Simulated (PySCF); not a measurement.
Al(Br)(OH)2 (AlBrH2O2), SMILES [OH][Al]([OH])[Br]. Atoms are numbered in the order given.

```xyz
6

Al     0.0000     0.0000    -0.9671
Br     0.0000     0.0000     1.2886
O      0.0000     1.4411    -1.8483
H      0.0000     2.3269    -1.4779
O      0.0000    -1.4411    -1.8483
H      0.0000    -2.3269    -1.4779
```

Geometry optimised at r2SCAN-D4/def2-SVP. The values are those of a single conformer.

All values below come from B3LYP/pcSseg-1 run with PySCF.

GIAO shieldings, no solvent; atoms alike by connectivity are averaged. δ = σ(ref) − σ: ¹⁷O against H2O (σ = 333.8 ppm); ¹H against TMS (σ = 31.68 ppm), references at their B3LYP-D3(BJ)/def2-TZVP geometries, non-relativistic (without spin–orbit terms, shifts of atoms bonded to Cl or Br come out too high).

Computed chemical shifts:
```
nucleus   atoms  count  δ (ppm)
-------  ------  -----  -------
¹⁷O      O3, O5      2     35.9
¹H       H4, H6      2     2.27
```
